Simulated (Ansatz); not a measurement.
Consider the substitution at a C–Si bond: `C=C=C[SiH3]` + H–F → `C=C=CF` + SiH₄.

Gas-phase electronic energies from Ansatz, PBE0-D4/def2-TZVP geometries. CCSD(T)/CBS adds triple-zeta CCSD(T) − MP2 to the extrapolated MP2 energy (def2 sets, frozen cores). This one scheme is used for every species. DFT in def2-TZVPP. B3LYP here is the variant with VWN-RPA as its local correlation; programs differ in this. HSE06 is defined as in plane-wave codes.

`C=C=C[SiH3]`:

Cartesian coordinates in Å:
```
C 1.490 -0.448 1.549
C 0.921 0.075 0.504
C 0.317 0.575 -0.535
Si -1.410 0.059 -0.996
H 2.083 -1.352 1.469
H 1.393 0.011 2.527
H 0.844 1.312 -1.140
H -1.425 -0.537 -2.359
H -2.315 1.240 -1.008
H -1.899 -0.936 -0.010
```

H–F:

Z-matrix (Å, degrees):
```
F
H 1 0.920
```

`C=C=CF`:

Cartesian coordinates in Å:
```
C -1.260 -0.053 -0.418
C -0.026 0.001 -0.016
C 1.220 0.070 0.343
F 1.635 -0.243 1.582
H -1.923 0.802 -0.327
H -1.674 -0.958 -0.854
H 2.029 0.380 -0.309
```

SiH₄:

Z-matrix (Å, degrees):
```
Si
H 1 1.485
H 1 1.485 2 109.5
H 1 1.485 2 109.5 3 -120.0
H 1 1.485 2 109.5 3 120.0
```

```csv
level,ΔE (kJ/mol),difference from CCSD(T)/CBS
PBE-D4,98.7,-16.2
revPBE-D4,101.8,-13.1
BLYP-D4,93.3,-21.6
r2SCAN-D4,102.2,-12.7
B97M-V,98.0,-16.9
PBE0-D4,106.1,-8.8
B3LYP-D4,98.9,-16.0
r2SCANh-D4,104.9,-10.0
r2SCAN0-D4,108.3,-6.6
HSE06-D4,106.1,-8.8
BHLYP-D4,103.6,-11.3
ωB97X-V,97.7,-17.2
ωB97M-V,102.8,-12.1
B2PLYP,102.0,-12.9
PBE-QIDH,113.8,-1.1
PBE,93.7,-21.2
revPBE,91.9,-23.0
BLYP,83.2,-31.7
r2SCAN,100.8,-14.1
PBE0,101.6,-13.3
B3LYP,90.8,-24.1
r2SCANh,103.4,-11.5
r2SCAN0,106.7,-8.2
HSE06,101.9,-13.0
CAM-B3LYP,91.0,-23.9
LC-ωPBE,100.5,-14.4
RPA@PBE/def2-TZVPP,97.7,-17.2
HF/def2-SVP,80.7,-34.2
MP2/def2-SVP,98.0,-16.9
CCSD/def2-SVP,83.1,-31.8
CCSD(T)/def2-SVP,82.9,-32.0
HF/def2-TZVPP,94.1,-20.8
MP2/def2-TZVPP,123.8,8.9
SCS-MP2/def2-TZVPP,111.7,-3.2
CCSD/def2-TZVPP,106.5,-8.4
CCSD(T)/def2-TZVPP,107.5,-7.4
HF/def2-QZVPP,94.4,-20.5
MP2/def2-QZVPP,128.1,13.2
SCS-MP2/def2-QZVPP,116.2,1.3
HF/CBS(def2),94.5,-20.4
CCSD(T)/CBS,114.9,0
```

Largest T1 diagnostic among the species: 0.013.

The D4 term adds +8.0 kJ/mol with B3LYP and +4.5 kJ/mol with PBE0; it sums over pairs of atoms, weighted by their polarisabilities, and B3LYP, whose exchange is more repulsive, gets the larger term. From BLYP to BHLYP (50 % exact exchange), in def2-TZVPP and without D4, ΔE moves by +13.2 kJ/mol. In def2-TZVPP, CCSD(T) changes the Hartree–Fock value by +13.5 kJ/mol (the triples alone add +1.0 kJ/mol) and MP2 by +29.7 kJ/mol.
